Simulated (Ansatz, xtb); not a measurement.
## Worked example: SnH3Br + LiF → SnH3F + LiBr

Species: SnH3Br `[Br][SnH3]`, singlet; LiF, singlet; SnH3F `[F][SnH3]`, singlet; LiBr, singlet. The partners trade Br for F: Sn–Br and Li–F bonds give way to Sn–F and Li–Br.

Shapes, held fixed at every level: PBE0-D4/def2-TZVP. Programs: Ansatz 0.2.0, xtb 6.7.1. The zero-point and thermal change to 298 K, harmonic and unscaled (PBE0-D4/def2-TZVP), is -0.2 kJ/mol.

At CCSD(T)/def2-TZVPP; 1 Eh = 2625.50 kJ/mol:

```
species   energy (Eh)
 SnH3Br  -2788.186363
    LiF   -107.300812
  SnH3F   -315.202823
   LiBr  -2580.285217
```

Task: Work out ΔH(298 K) of the reaction at this level.

Result: 
1. Products less reactants: (-315.202823) + (-2580.285217) − [(-2788.186363) + (-107.300812)] = -0.000865 Eh = -2.3 kJ/mol.
2. With the thermal change: -2.3 + (-0.2) = -2.5 kJ/mol.

Other levels give -24.2 (HF/def2-TZVPP) to +1.8 kJ/mol (PBE0-D4/def2-TZVPP). No measured value is set beside it here. For atoms past krypton def2 sets carry core potentials with scalar relativity. Relativity is left out for Br unless named. Correlated rows may include outer-core shells of Br, Li, Sn, which these sets cover unevenly.
